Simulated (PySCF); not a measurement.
Cobalt: a sound run and one with changed settings

Sound run: Co [Ar] 3d7 4s2, Co+ [Ar] 3d8. Calculation: PySCF 2.14, in def2-SVP (5s3p2d1f, 31 functions); the non-relativistic Hamiltonian (point nucleus). In the sound run the correlated levels freeze [Ar]. The sound run starts from symmetry-adapted Hartree-Fock orbitals and uses a fine grid where one is needed.

Changed run: scalar relativity by spin-free X2C-1e. This setting is unsound on purpose.

```csv
species,method,sound run (hartree),changed run (hartree),converged
Co,UHF,-1381.21103,-1389.78997,yes
Co,M06-2X,-1382.49757,-1391.07666,yes
Co,TPSS,-1382.54655,-1391.12575,yes
Co,MP2,-1381.35235,-1389.93154,yes
Co+,UHF,-1380.91051,-1389.47751,yes
Co+,M06-2X,-1382.19659,-1390.76247,yes
Co+,TPSS,-1382.26820,-1390.83402,yes
Co+,MP2,-1381.08717,-1389.65423,yes
```

Ionisation energy of Co:

```tsv
method	sound run (eV)	changed run (eV)
UHF	8.178	8.503
M06-2X	8.190	8.549
TPSS	7.574	7.938
MP2	7.216	7.546
SCS-MP2	7.370	7.701
```

Most of the change in total energy is the relativistic energy itself. On top of that the contraction fixes the core shape for the Hamiltonian it was made with, so the changed run is not a good calculation with the other Hamiltonian either.

For comparison, NIST gives 7.881 eV between the lowest levels.
